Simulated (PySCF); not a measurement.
C₃H₈N, SMILES [CH2]N(C)C, multiplicity 2. Atoms are numbered in the order given.

```xyz
12

C      0.0994     1.4369     0.0000
N     -0.1924     0.0791     0.0000
C      0.0313    -0.6617     1.2226
C      0.0313    -0.6617    -1.2226
H     -0.0671     1.9722    -0.9467
H     -0.0671     1.9722     0.9467
H      1.1141    -0.8815     1.4063
H     -0.3461    -0.0808     2.0880
H     -0.5136    -1.6274     1.1893
H     -0.3461    -0.0808    -2.0880
H     -0.5136    -1.6274    -1.1893
H      1.1141    -0.8815    -1.4063
```
Charge 0, spin multiplicity 2.

Geometry optimised at PBE-D3(BJ)/def2-SVP. The isomer is the one that the SMILES or the coordinates give; other isomers of the formula were not compared.

Two levels are set side by side: PBE/pcH-1 (PySCF) and B3LYP/pcH-1 (PySCF). Contact hyperfine couplings, same geometry. Differences are taken from unrounded values.

| quantity | B3LYP | PBE | PBE minus B3LYP |
|---|---|---|---|
| A(iso) of 13C, atom C1 (MHz) | 118.5 | 96.8 | -21.7 |
| A(iso) of 14N, atom N2 (MHz) | 14.6 | 11.5 | -3.1 |
| A(iso) of 13C, atom C3 (MHz) | 1.7 | 3.0 | 1.4 |
| A(iso) of 13C, atom C4 (MHz) | 1.7 | 3.0 | 1.4 |
| A(iso) of 1H, atom H5 (MHz) | -28.7 | -25.9 | 2.8 |
| A(iso) of 1H, atom H6 (MHz) | -28.7 | -25.9 | 2.8 |
| A(iso) of 1H, atom H7 (MHz) | 30.1 | 33.3 | 3.2 |
| A(iso) of 1H, atom H8 (MHz) | 7.5 | 8.1 | 0.5 |
| A(iso) of 1H, atom H9 (MHz) | 2.3 | 2.7 | 0.3 |
| A(iso) of 1H, atom H10 (MHz) | 7.5 | 8.1 | 0.5 |
| A(iso) of 1H, atom H11 (MHz) | 2.3 | 2.7 | 0.3 |
| A(iso) of 1H, atom H12 (MHz) | 30.1 | 33.3 | 3.2 |

Rough cost on one machine, each run with all the roots and properties that it gave: B3LYP against PBE within a factor of 2.
